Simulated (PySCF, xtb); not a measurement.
Zn(Et) (C2H5Zn), SMILES C[CH2][Zn+], charge +1.

xtb with GFN2-xTB at its own geometry gives an orbital gap of 2.85 eV.

The structure is a stationary point at B3LYP-D3(BJ)/def2-SVP. The multiplicity is an assumed one; other spin states were not compared. The isomer is the one that the SMILES or the coordinates give; other isomers of the formula were not compared.

What does ωB97X/def2-TZVPD run with PySCF give? (An estimate is asked for; the answer gives what the named calculation found.)

gap 8.63 eV (levels -15.59 and -6.96 eV).
